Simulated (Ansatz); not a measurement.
Cost and result for the atomization energy of C2H8BNSn, SMILES `B/C(N)=[CH]/[SnH3]` (13 atoms, 12 bonds).

```json
{"atom": "B1", "x (Å)": "-0.9672", "y (Å)": "-0.4800", "z (Å)": "-2.0649"}
{"atom": "C2", "x (Å)": "-0.5995", "y (Å)": "-0.1283", "z (Å)": "-0.6077"}
{"atom": "N3", "x (Å)": "-1.5323", "y (Å)": "0.5157", "z (Å)": "0.1753"}
{"atom": "C4", "x (Å)": "0.6551", "y (Å)": "-0.4471", "z (Å)": "-0.1972"}
{"atom": "Sn5", "x (Å)": "1.5448", "y (Å)": "0.0808", "z (Å)": "1.6534"}
{"atom": "H6", "x (Å)": "-0.2446", "y (Å)": "-1.1864", "z (Å)": "-2.6994"}
{"atom": "H7", "x (Å)": "-1.9563", "y (Å)": "-0.0266", "z (Å)": "-2.5713"}
{"atom": "H8", "x (Å)": "-2.2900", "y (Å)": "0.9655", "z (Å)": "-0.3075"}
{"atom": "H9", "x (Å)": "-1.2183", "y (Å)": "1.0040", "z (Å)": "0.9997"}
{"atom": "H10", "x (Å)": "1.2567", "y (Å)": "-1.0194", "z (Å)": "-0.8931"}
{"atom": "H11", "x (Å)": "3.1935", "y (Å)": "0.4512", "z (Å)": "1.4204"}
{"atom": "H12", "x (Å)": "1.4154", "y (Å)": "-1.1829", "z (Å)": "2.7958"}
{"atom": "H13", "x (Å)": "0.7428", "y (Å)": "1.4535", "z (Å)": "2.2965"}
```

Total charge 0; spin multiplicity 1. Correlated methods include outer-core shells of Sn, which these sets cover unevenly. Sn takes the def2 core potential. The geometry is a stationary point of PBE0-D4/def2-TZVP. It is one conformer, not always the lowest. Program: Ansatz. All runs use 2 threads of an AMD EPYC 7R13 on a shared host and a share of an NVIDIA H100 80 GB. Times are those of one run each, without the atoms' runs, and a repeat can differ threefold. Electronic energies, without spin–orbit coupling; frozen cores. CCSD(T)/CBS adds CCSD(T) − MP2 in def2-TZVPP to the MP2 limit, and its time is that of the two runs behind it. T1 = 0.014; the RHF reference is unstable towards UHF. With those shells the extrapolation isn't a true limit. B3LYP takes the VWN-RPA correlation (the form of Gaussian; ORCA's B3LYP/G).

CCSD(T)/CBS is a level of theory with its own doubt, some kJ/mol a heavy atom from the limit and from the frozen cores, so smaller differences don't rank the functionals.

```json
{"level": "r2SCAN-D4/def2-TZVPP (with forces)", "functions": "286", "wall time": "11 s", "atomization (kcal/mol)": "1059.5", "difference from CCSD(T)/CBS": "1.8", "per bond": "0.1"}
{"level": "PBE0-D4/def2-TZVPP", "functions": "286", "wall time": "11 s", "atomization (kcal/mol)": "1061.2", "difference from CCSD(T)/CBS": "3.5", "per bond": "0.3"}
{"level": "B2PLYP/def2-TZVPP", "functions": "286", "wall time": "11 s", "atomization (kcal/mol)": "1046.8", "difference from CCSD(T)/CBS": "-10.9", "per bond": "-0.9"}
{"level": "PBE-D4/def2-TZVPP (with forces)", "functions": "286", "wall time": "12 s", "atomization (kcal/mol)": "1078.8", "difference from CCSD(T)/CBS": "21.1", "per bond": "1.8"}
{"level": "B3LYP-D4/def2-TZVPP (with forces)", "functions": "286", "wall time": "13 s", "atomization (kcal/mol)": "1062.1", "difference from CCSD(T)/CBS": "4.4", "per bond": "0.4"}
{"level": "MP2/def2-QZVPP", "functions": "550", "wall time": "14 s", "atomization (kcal/mol)": "1052.7", "difference from CCSD(T)/CBS": "-5.0", "per bond": "-0.4"}
{"level": "ωB97X-V/def2-TZVPP", "functions": "286", "wall time": "15 s", "atomization (kcal/mol)": "1062.5", "difference from CCSD(T)/CBS": "4.8", "per bond": "0.4"}
{"level": "CCSD(T)/def2-TZVPP", "functions": "286", "wall time": "19 s", "atomization (kcal/mol)": "1031.1", "difference from CCSD(T)/CBS": "-26.6", "per bond": "-2.2"}
{"level": "ωB97M-V/def2-TZVPP (with forces)", "functions": "286", "wall time": "20 s", "atomization (kcal/mol)": "1060.8", "difference from CCSD(T)/CBS": "3.1", "per bond": "0.3"}
{"level": "CCSD(T)/CBS(def2)", "functions": "–", "wall time": "33 s", "atomization (kcal/mol)": "1057.7", "difference from CCSD(T)/CBS": "0.0", "per bond": "0.0"}
```

From PBE to PBE0 (25 % exact exchange), in def2-TZVPP and without D4, the atomization energy moves by −16.5 kcal/mol: exact exchange takes away binding that semilocal exchange gives to molecules. In def2-TZVPP, CCSD(T) changes the Hartree–Fock value by +270.2 kcal/mol (the triples alone add +16.8 kcal/mol) and MP2 by +276.0 kcal/mol; breaking electron pairs costs correlation energy, which Hartree–Fock lacks. The D4 term adds +10.9 kcal/mol with B3LYP and +5.7 kcal/mol with PBE0; it sums over pairs of atoms, weighted by their polarisabilities, and B3LYP, whose exchange is more repulsive, gets the larger term.

Spin–orbit coupling would lower the free Sn atoms strongly, and the atomization energy with them, by more than many differences here. For some Ge, Se and Sn compounds the MP2-based and the directly extrapolated limit differ by 10 to 25 kJ/mol.
